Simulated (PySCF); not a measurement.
CH2Cl6Si2, charge -1, doublet, geometry from GFN2-xTB (a state made from the parent by changing its charge; the spin is typed, not shown lowest). Base run: DF-B3LYP/def2-SV(P) run with PySCF.

PySCF was given this input:
```python
from pyscf import gto, scf, dft

mol = gto.M(
    atom='''
Cl    3.087990   -0.396772   -1.265694
Si    1.473981    0.293217   -0.194612
Cl    2.179332    0.667664    1.668849
Cl    0.976619    2.069056   -1.021812
C     0.105443   -0.995103   -0.215735
Si   -1.635604   -0.253433    0.203303
Cl   -2.051876    0.257377   -1.987281
Cl   -1.203103   -0.203777    2.439484
Cl   -2.916123   -1.884244    0.276264
H     0.336163   -1.781037    0.505877
H     0.055626   -1.463471   -1.199885
''',
    basis='def2-sv(p)',
    charge=-1,
    spin=1,
    verbose=4,
)

mf = dft.UKS(mol)
mf.xc = 'b3lyp'
mf = mf.density_fit(auxbasis='def2-universal-jkfit')
mf.kernel()
mf.analyze()
```

The base run was repeated with changes; each row names its change, and settings that it needs were set with it.

```
change                                       ΔE vs base (µEh)  SCF cycles  <S^2>                outcome
-------------------------------------------  ----------------  ----------  -----  ---------------------
base                                                      0.0          11  0.752              converged
diis_space = 4                                            0.0          13  0.752              converged
init_guess = mod_huckel                                   0.0          15  0.752              converged
level_shift = 1.0 (with mf.max_cycle = 100)               0.0          46  0.752              converged
conv_tol = 1e-7                                           0.0           9  0.752              converged
DIIS = EDIIS                                                -          50      -          not converged
diis = off (with mf.max_cycle = 100)                        -           -      -  cut at the time limit
conv_tol_grad = 1e-3                                      0.0          11  0.752              converged
damp = 0.5; diis_start_cycle = 5                          0.0          11  0.752              converged
diis_space = 12                                           0.0          11  0.752              converged
```

Open shells are given as the SCF converged; they aren't shown to be the lowest states, and a large step between rows can be another state.
